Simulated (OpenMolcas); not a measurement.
# As3+: RASPT2 settings compared

```yaml
Program: OpenMolcas
Basis: ANO-RCC-VTZP [6s5p3d1f]
Scalar_Hamiltonian: DKH2, point nucleus
Active_space: 2 electrons in 9 orbitals (RAS2 4s 4p; RAS3 4d, at most 2 electrons)
State_averaging: 2S+1 = 3 even, 3 roots; 2S+1 = 1 even, 7 roots; 2S+1 = 3 odd, 3 roots; 2S+1 = 1 odd, 3 roots
Spin-orbit_coupling: RASSI with atomic mean-field integrals over the reference wave functions, term energies averaged over their components
```

Methods on the same reference wave functions:
A. RASSCF
B. SS-RASPT2, IPEA 0.35 Eh, real shift 0.5 Eh (closed shells correlated: 3d)
C. SS-RASPT2, IPEA 0.5 Eh, imaginary shift 0.5 Eh (closed shells correlated: none)
D. SS-RASPT2, IPEA 0.5 Eh, sigma2 regulariser 0.4 Eh (closed shells correlated: none)
E. MS-RASPT2, IPEA 0.5 Eh, sigma2 regulariser 0.4 Eh (closed shells correlated: none)
F. MS-RASPT2, IPEA 0.35 Eh, real shift 0.5 Eh (closed shells correlated: 3d)

Energies in cm-1 above 4s2 1S0, the measured ground level; measured values from Moore, Atomic Energy Levels, vol. II, NSRDS-NBS 35 (1971 reprint of NBS Circular 467, 1952).

```tsv
Level	A	B	C	D	E	F	Measured
4s2 1S0	0.0	0.0	0.0	0.0	0.0	0.0	0.0
4s 4p 3P* 0	71557	72947	72434	72435	72448	72964	
4s 4p 3P* 1	72579	73968	73455	73456	73469	73985	76962
4s 4p 3P* 2	74773	76163	75650	75652	75664	76181	79492
4s 4p 1P* 1	112739	112740	112611	112609	112622	112757	112022
4p2 1D2	173474	175519	174276	174274	174286	175536	
4p2 3P0	176165	177808	177034	177035	177046	177824	
4p2 3P1	177430	179092	178320	178321	178333	179109	181468
4p2 3P2	179774	181454	180660	180661	180674	181472	184394
```

Deviations, from unrounded energies. A percentage is the sum of absolute deviations over the sum of measured energies, with the sign that they share, or ± where signs differ.

| Against measurement | Levels | A | B | C | D | E | F |
| --- | --- | --- | --- | --- | --- | --- | --- |
| mean absolute deviation (cm-1) | 5 | 3700 | 2500 | 3000 | 3000 | 3000 | 2500 |
| other configurations (%) | 5 | ±2.9 | ±1.9 | ±2.3 | ±2.3 | ±2.3 | ±1.9 |

B, F lie about equally close to measurement and A furthest from it. The largest miss of F in the table is 4s 4p 3P* 2, by -3300 cm-1. The ranking rests on the paired levels alone, and a cruder setting can come out closer through cancelling errors.

Among B to F the level of the table that moves most is 4p2 1D2, by 1300 cm-1 (lowest in D, highest in F).

The lowest spin-free term lies below A's lowest term by 0.044 hartree in B, 0.005 hartree in C, 0.005 hartree in D, 0.005 hartree in E, 0.045 hartree in F.

Active for correlation alone: 4d; no level in the range computed is led by a configuration that fills it, so any true level of that kind is missing. Some terms mix strongly with configurations of 4d, whose occupation reaches 0.25 (4p2 1D). Measured partners are found by configuration, term and J. A level has none where our copy of the source lacks it or the pairing is in doubt (some pairs that miss far off the trend of their configuration count as doubtful), and it then counts in no deviation. Only configurations of the active space appear. The table leaves out levels that lie high or whose names do not pair safely across all columns.

* marks odd parity.
